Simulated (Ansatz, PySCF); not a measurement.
Gas-phase reaction (SMILES): CCB(N)N [diaminoboranylethane] -> CC[B]N + [NH2] (NH2); the B-N bond at the site shown breaks (other sites are not compared here).

Each molecule is optimised on its own at B3LYP-D3(BJ)/def2-TZVP (Ansatz, an electronic-structure program), one conformer each, not searched for the lowest. Valence correlation only, unless marked. Open shells are spin-unrestricted. Spin-orbit coupling is left out. No relativistic terms. CBS(X,Y): correlation extrapolated as X^-3; Hartree-Fock from the larger set. Thermal terms are rigid-rotor harmonic-oscillator values from B3LYP-D3(BJ) frequencies (PySCF) at 298.15 K and 1 atm. 1 Eh = 627.5095 kcal/mol.

| species | E, CCSD(T)/CBS(cc-pVTZ,cc-pVQZ) (Ansatz) (Eh) | E, wB97X-V/def2-TZVPD (Ansatz) (Eh) | H - E (Eh) |
|---|---|---|---|
| CCB(N)N | -215.81156 | -216.10471 | 0.13139 |
| CC[B]N | -159.77977 | -160.01268 | 0.10082 |
| [NH2] (NH2) | -55.81993 | -55.88029 | 0.02268 |

### Question
Work out ΔE and ΔH at 298.15 K at the first level, then ΔH at the second.

### Answer

1. ΔE = [(-159.77977) + (-55.81993)] - [(-215.81156)] = 0.21186 Eh = 132.9 kcal/mol at CCSD(T)/CBS(cc-pVTZ,cc-pVQZ).
2. The terms H - E add up to -0.00789 Eh, so ΔH = (0.21186 + (-0.00789))×627.5095 = 128.0 kcal/mol.
3. At wB97X-V/def2-TZVPD the same steps give ΔE = 132.9 and ΔH = 127.9 kcal/mol, a shift of -0.1 from the first level.
4. These values are not checked against measurement here, since the tables used lack a sound gas-phase enthalpy of formation for at least one species.
